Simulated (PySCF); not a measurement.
Compound: C3H4F2O2.
Bonds: O1–C2 (double), C2–O3, O3–C4, C4–C5, C5–F6, C5–F7. Hydrogens: H8 on C2; H9, H10 on C4; H11 on C5.

Computed by this run: PBE0-D3(BJ)/def2-SVP geometry optimisation, gas phase (PySCF 2.14.0); density fitting, grid level 1; the optimiser is geomeTRIC in internal coordinates, started from a GFN2-xTB structure.

Step 0: E = -12681.2723 eV
```
atom  x, y, z in Å  |  force x, y, z in eV/Å
O1      1.0483    0.8328    1.9096   -0.249   0.061   0.231
C2      1.6450    0.4446    0.9517    0.183   0.002  -0.004
O3      1.1697   -0.3547    0.0037   -0.281  -0.171  -0.278
C4     -0.1689   -0.8035    0.1518   -0.251   0.612   0.021
C5     -1.1765    0.2919   -0.2074   -0.155  -0.170  -0.324
F6     -2.4269   -0.1509    0.0523    0.188  -0.165   0.195
F7     -1.1341    0.5687   -1.5295    0.287  -0.038   0.057
H8      2.6910    0.6891    0.7120    0.289   0.086  -0.031
H9     -0.2896   -1.6482   -0.5293   -0.075  -0.137  -0.108
H10    -0.3586   -1.1072    1.1874   -0.028  -0.088   0.133
H11    -1.0146    1.2278    0.3475    0.092   0.007   0.110
```

Step 1: E = -12681.2897 eV
```
atom  x, y, z in Å  |  force x, y, z in eV/Å
O1      1.1591    0.7110    1.9852    0.028   0.039  -0.023
C2      1.6872    0.4241    0.9504   -0.063  -0.048   0.029
O3      1.1268   -0.2916   -0.0281    0.065   0.052   0.008
C4     -0.1948   -0.7487    0.1904   -0.038  -0.093  -0.212
C5     -1.2143    0.2918   -0.2319    0.280  -0.173   0.044
F6     -2.4383   -0.2433   -0.0551   -0.081   0.072  -0.016
F7     -1.0485    0.5743   -1.5407   -0.091   0.023   0.070
H8      2.7185    0.7013    0.6512   -0.006   0.003   0.019
H9     -0.3287   -1.6253   -0.4611   -0.003   0.019   0.075
H10    -0.3520   -1.0290    1.2414   -0.013   0.062   0.011
H11    -1.1300    1.2260    0.3481   -0.079   0.042  -0.005
```

Question: Estimate the geometry and energy of step 2. (The exact step hangs on the optimiser's Hessian estimate; all steps are aligned on step 1, rigid shifts and turns removed.)

Answer: E = -12681.2936 eV, largest force 0.196 eV/Å
```
atom  x, y, z in Å  |  force x, y, z in eV/Å
O1      1.1327    0.7539    1.9637   -0.074  -0.093  -0.051
C2      1.6764    0.4240    0.9504    0.130   0.134  -0.058
O3      1.1365   -0.3023   -0.0318   -0.037  -0.027   0.100
C4     -0.1871   -0.7610    0.1763   -0.072   0.015  -0.056
C5     -1.2036    0.2869   -0.2259    0.029   0.068  -0.001
F6     -2.4353   -0.2294   -0.0405   -0.046  -0.057   0.026
F7     -1.0629    0.5876   -1.5321    0.017  -0.012  -0.022
H8      2.7171    0.6843    0.6703    0.022  -0.015   0.013
H9     -0.3258   -1.6394   -0.4686    0.018   0.003   0.012
H10    -0.3457   -1.0330    1.2292   -0.015   0.003   0.017
H11    -1.1173    1.2189    0.3588    0.028  -0.019   0.020
```

The energy changes by -0.0039 eV. The first-order estimate −F·Δx gives -0.0105 eV and the mean of the old and new forces, exact on a quadratic surface, -0.0037 eV. The step makes an angle of 74° with the force vector and moves no atom by more than 0.055 Å.

What follows is the cost of the whole optimisation. The run took about 80 s of CPU time (one thread, shared machine).
